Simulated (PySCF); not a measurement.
## HgF⁺: from constants to spectrum

RHF-CCSD(T) constants of HgF⁺, ¹Σ⁺ (singlet), closed shell (PySCF, scalar-relativistic core potentials, basis sets Hg def2-SVPD with ECP60, F def2-SVPD; masses 201.9706 and 18.9984 u):

- ωe: 530.3 cm⁻¹
- ωexe: 4.41 cm⁻¹
- Be: 0.25174 cm⁻¹
- αe: 0.00211 cm⁻¹
- D (centrifugal): 2.27e-07 cm⁻¹
- De to Hg⁺ + F: 1.51 eV

**Question.** Give the vibrational terms G(v) and spacings up to v = 6.

**Answer.** G(v) = ωe(v+½) − ωexe(v+½)².

```tsv
v	G(v) (cm⁻¹)	G(v) − G(v−1)	Bv (cm⁻¹)
0	264		0.2507
1	786	521	0.2486
2	1298	513	0.2465
3	1802	504	0.2444
4	2297	495	0.2422
5	2783	486	0.2401
6	3261	477	0.2380
```

**Question.** How well does the Morse estimate ωe²/(4ωexe) reproduce De, and what is D0?

**Answer.** It gives 1.98 eV, 131 % of the computed De. D0 = De − G(0) = 1.51 − 0.03 = 1.48 eV.

Correlated steps freeze 1 core orbital. Correlated levels converge slowly with the basis: in double zeta they bind strong bonds too weakly, by up to about 1 eV, and carry superposition errors of some tenths. Spin–orbit coupling is left out, which matters for elements this heavy, above all for dissociation energies. For an ion De counts to the pair picked by the measured ionisation energies or electron affinities, which need not be the lowest pair at this level. Where the molecule has an RHF reference, its open-shell atoms are computed with UHF. The CCSD T1 diagnostic is raised, a sign that a single reference may not be enough here.
